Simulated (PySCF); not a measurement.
Compound: CH5GeNSi.
Numbering: `[N:1]#[C:2][GeH2:3][SiH3:4]` (hydrogens: H5, H6 on Ge3; H7, H8, H9 on Si4)

Structure used (PBE0-D3(BJ)/def2-SVP), in Å, numbered top down from 1:
```
atom  x, y, z in Å
N1     2.825   -1.312   -0.389
C2     2.013   -0.498   -0.235
Ge3    0.611    0.803    0.023
Si4   -1.448   -0.397    0.086
H5     0.940    1.520    1.339
H6     0.716    1.779   -1.157
H7    -1.628   -1.118   -1.207
H8    -2.563    0.575    0.287
H9    -1.408   -1.368    1.218
```

Level of theory: core-valence-separated Tamm–Dancoff BHandHLYP/aug-pcX-1 (pcseg-1 on H, def2-SVPD on Ge, def2-SVPD on Si) in PySCF, non-relativistic, gas phase, PBE0-D3(BJ)/def2-SVP geometry. Absolute energies from this functional tend to lie a few eV below measured edges; no shift was applied.

The lowest roots of each edge with f over 0.003 (five at most, numbered afresh; weaker and dark ones are left out), with transition dipoles (au) in the frame of the coordinates:

```json
{"root": "1", "edge": "C", "E (eV)": "283.31", "μx": "0.0069", "μy": "-0.0097", "μz": "0.0869"}
{"root": "2", "edge": "C", "E (eV)": "283.33", "μx": "-0.0598", "μy": "-0.0640", "μz": "-0.0024"}
{"root": "3", "edge": "C", "E (eV)": "285.72", "μx": "-0.0415", "μy": "0.0274", "μz": "0.0064"}
{"root": "4", "edge": "C", "E (eV)": "287.29", "μx": "0.0033", "μy": "-0.0024", "μz": "0.0298"}
{"root": "5", "edge": "C", "E (eV)": "287.38", "μx": "0.0276", "μy": "0.0208", "μz": "-0.0012"}
{"root": "6", "edge": "N", "E (eV)": "396.83", "μx": "0.0059", "μy": "-0.0092", "μz": "0.0796"}
{"root": "7", "edge": "N", "E (eV)": "396.87", "μx": "-0.0562", "μy": "-0.0568", "μz": "-0.0024"}
{"root": "8", "edge": "N", "E (eV)": "401.35", "μx": "0.0152", "μy": "-0.0116", "μz": "-0.0025"}
```

Q: What are the oscillator strengths?

A: f = (2/3) ΔE |μ|², with ΔE in hartree (27.2114 eV):

```
root  ΔE (Eh)  |μ|² (au)      f  core hole on
   1  10.4114   0.007693  0.053            C2
   2  10.4121   0.007678  0.053            C2
   3  10.5001   0.002514  0.018            C2
   4  10.5577   0.000905  0.006            C2
   5  10.5608   0.001196  0.008            C2
   6  14.5834   0.006456  0.063            N1
   7  14.5847   0.006390  0.062            N1
   8  14.7493   0.000372  0.004            N1
```

Q: Molecules are fixed in this frame and the field points along z. What effective strengths 3 f cos²θ do the roots have (θ between field and μ)?

A: root 1 (C2): 0.157, root 2 (C2): 0.000, root 3 (C2): 0.001, root 4 (C2): 0.019, root 5 (C2): 0.000, root 6 (N1): 0.185, root 7 (N1): 0.000, root 8 (N1): 0.000. Root 6 is the strongest. Averaged over all orientations cos²θ is 1/3, which gives f back.

 The BHandHLYP/aug-pcX-1 (pcseg-1 on H, def2-SVPD on Ge, def2-SVPD on Si) calculation is non-relativistic and has no spin–orbit coupling, an omission that weighs most on germanium.
